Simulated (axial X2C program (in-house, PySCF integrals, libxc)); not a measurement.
# BiCl: from the spin-free to the two-component result

Computed with an in-house all-electron X2C program for linear molecules (integrals from PySCF). Spin-free means the one-electron spin-free X2C Hamiltonian; two-component (2c) means X2C with spin–orbit coupling and atomic mean-field two-electron Coulomb and Gaunt terms, so the difference of the two also holds small scalar two-electron terms. Basis: Bi dyall-cv3z [12s14p10d6f1g], Cl dyall-av3z [9s8p3d2f] (cores contracted in-house); Gaussian nuclei, density fitting, unrestricted open shells. Masses: Bi 208.980 u, Cl 34.969 u.

Spin-free state: M_S = 1, Λ = 0 (beyond evenly filled blocks: π+α, π-α); fragments Bi + Cl.

```
level  Re (Å)  ωe (cm⁻¹)  De (eV)  μ (D)
 PBE0   2.437      336.7    3.079  -2.95
  M06   2.446      336.5    3.547  -2.89
```

Dipoles are positive if Cl is the positive end.

Two-component determinant lowest at the distance of the search:

Ω = 0 (closed shell); fragments Bi + Cl.

```
level  Re (Å)  ωe (cm⁻¹)  De (eV)  μ (D)
 PBE0   2.493      299.2    3.104  -3.83
  M06   2.515      290.6      n/a  -3.93
```

(1) From the two tables, how do the constants change at the PBE0 level (2c against spin-free)?

One determinant describes the state; a PBE0 search over occupations chose it and may have missed a lower one. Closed shells are restricted here (equal orbitals for both partners); the stretched side of such a curve lies too high. De is counted from the lowest determinant-based energies of the atoms at the same level, without counterpoise correction. De is not given where an atomic determinant may have missed its ground term or J level, or where the truncated virtual space spoils (T). A 2c atom that is not at its ground J level misses part of its spin–orbit lowering, and De is too large by that part (0.04 eV or less for light atoms). This holds for PBE0. PBE0 can misorder states that lie within some tenths of an eV, so this need not be the ground state of the molecule. The nearest other spin-free determinant of the search, M_S = 0, Λ = 2, lies 0.78 eV up at the distance of the search. Without a current term, density functionals place determinants with orbital angular momentum somewhat too high. The 2c closed shell (π1/2)² is the Ω = 0⁺ component of the spin-free π² triplet, mixed with the ¹Σ⁺ state; no single spin-free determinant represents it.

Results:

(1) At the PBE0 level Re goes up by 0.056 Å and ωe drops by 37.5 cm⁻¹; De is not compared, since the atomic limits differ or miss part of their spin–orbit lowering.
